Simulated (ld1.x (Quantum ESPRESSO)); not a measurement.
**Which change was made? (Ag, PAW)**

* Element: silver (Ag)
* Generator: ld1.x (Quantum ESPRESSO) 7.5
* Type: PAW
* Functional: PBE
* Relativity: scalar-relativistic
* Frozen core: [Ar] 3d10
* Valence charge: 19
* Reference configuration: 4s2 4p6 4d10 5s1 5p0
* Partial waves: 4s (bound): rcut 1.30, rcutus 1.70 bohr; 5s (bound): rcut 1.30, rcutus 1.70 bohr; 4p (bound): rcut 1.35, rcutus 1.55 bohr; 5p (bound, empty): rcut 1.35, rcutus 1.55 bohr; 4d (bound): rcut 1.80, rcutus 1.95 bohr; 4d channel at 4.4 Ry: rcut 1.80, rcutus 1.95 bohr
* Local potential: all-electron potential smoothed inside 1.20 bohr (lloc = -2)
* Core correction: Bessel-smoothed model core inside 0.80 bohr
* Augmentation charge: PSQ, inside the norm-conserving radii

Cutoffs, loose and tight: the cutoffs (Ry, on a coarse ladder) from which the occupation-weighted sum of valence levels, in a spherical-Bessel basis at the reference potential, stays within 10 and 1 mRy of its value at 400 Ry. They do not see the model core or the augmentation charge, which bear on the density cutoff. Test errors are all-electron minus pseudo excitation energies from the reference, over the configurations 4s2 4p6 4d10 5s0 5p0; 4s2 4p6 4d9 5s0 5p0; 4s2 4p6 4d8 5s0 5p0; 4s2 4p6 4d10 5s0.5 5p0; 4s2 4p6 4d9 5s1 5p0; 4s2 4p6 4d10 5s0 5p1; 4s2 4p6 4d7 5s0 5p0; variants that change the core or the reference have their own tests.

The base gives: outcome: generated, overlap not positive; bound ghosts: not determined (overlap not positive); largest test error (meV): +400.

After one change the result is: outcome: generated, overlap not positive; bound ghosts: not determined (overlap not positive); largest test error (meV): -6.5. Which change was it?
A. core [Kr], valence charge 11; reference 4d10 5s0.75 5p0.25; waves now 5s (bound): rcut 2.70, rcutus 2.85 bohr; 5s channel at 0.6 Ry: rcut 2.70, rcutus 2.85 bohr; 5p (bound): rcut 3.05, rcutus 4.10 bohr; 5p channel at 1.6 Ry: rcut 3.05, rcutus 4.10 bohr; 4d (bound): rcut 1.40, rcutus 1.55 bohr; 4d channel at 4.4 Ry: rcut 1.40, rcutus 1.55 bohr; local potential all-electron potential smoothed inside 3.10 bohr (lloc = -1); core correction a·sin(br)/r model core, default radius (core density twice the valence density)
B. local potential all-electron potential smoothed inside 1.88 bohr (lloc = -2)
C. local potential all-electron potential smoothed inside 1.40 bohr (lloc = -1)
D. waves 4d (bound): rcut 1.36, rcutus 1.44 bohr; 4d channel at 4.4 Ry: rcut 1.36, rcutus 1.44 bohr

D. The others give: local potential all-electron potential smoothed inside 1.88 bohr (lloc = -2) → outcome: generated; cutoff, loose: 40 Ry; cutoff, tight: 70 Ry; bound ghosts: none; largest test error (meV): +185 | local potential all-electron potential smoothed inside 1.40 bohr (lloc = -1) → outcome: generated, overlap not positive; bound ghosts: not determined (overlap not positive); largest test error (meV): +210 | core [Kr], valence charge 11; reference 4d10 5s0.75 5p0.25; waves now 5s (bound): rcut 2.70, rcutus 2.85 bohr; 5s channel at 0.6 Ry: rcut 2.70, rcutus 2.85 bohr; 5p (bound): rcut 3.05, rcutus 4.10 bohr; 5p channel at 1.6 Ry: rcut 3.05, rcutus 4.10 bohr; 4d (bound): rcut 1.40, rcutus 1.55 bohr; 4d channel at 4.4 Ry: rcut 1.40, rcutus 1.55 bohr; local potential all-electron potential smoothed inside 3.10 bohr (lloc = -1); core correction a·sin(br)/r model core, default radius (core density twice the valence density) → outcome: generated; cutoff, loose: 45 Ry; cutoff, tight: 80 Ry; bound ghosts: none; largest test error (meV): -1035. A file whose overlap is not positive is unfit for use, and its test errors describe a broken file.
